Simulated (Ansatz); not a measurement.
Reaction (redistribution): `N[SiH]1CS1` + `[CH3][Cd][CH](C)C` → `C[SiH]1CS1` + `C[CH](C)[Cd][NH2]`

Gas-phase electronic energies from Ansatz, PBE0-D4/def2-TZVP geometries. CCSD(T)/CBS adds triple-zeta CCSD(T) − MP2 to the extrapolated MP2 energy (def2 sets, frozen cores). Functionals use def2-TZVPP. def2 core potentials past Kr. For Cd outer-core shells are correlated without core-valence functions, which leaves a few kJ/mol of doubt a bond. Each species was taken in one conformer, which may not be the lowest.

CCSD(T)/CBS gives +37.7 kJ/mol.

Task: Another level gave +45.9 kJ/mol. Which?
A. MP2/def2-TZVPP
B. HF/def2-TZVPP
C. r2SCAN-D4/def2-TZVPP
D. revPBE/def2-TZVPP

Result: B. HF/def2-TZVPP 45.9, r2SCAN-D4 36.5, MP2/def2-TZVPP 40.6, revPBE 31.9 kJ/mol.

Largest T1 diagnostic among the species: 0.013.

In def2-TZVPP, CCSD(T) changes the Hartree–Fock value by −6.9 kJ/mol (the triples alone add −1.2 kJ/mol) and MP2 by −5.3 kJ/mol. Leaving LDA and LC-ωPBE aside and taking each functional with its dispersion term where it has one, the values, not all of them listed here, spread over 10.3 kJ/mol, from revPBE-D4 to BHLYP-D4. LDA lies +4.1 kJ/mol from PBE without D4.
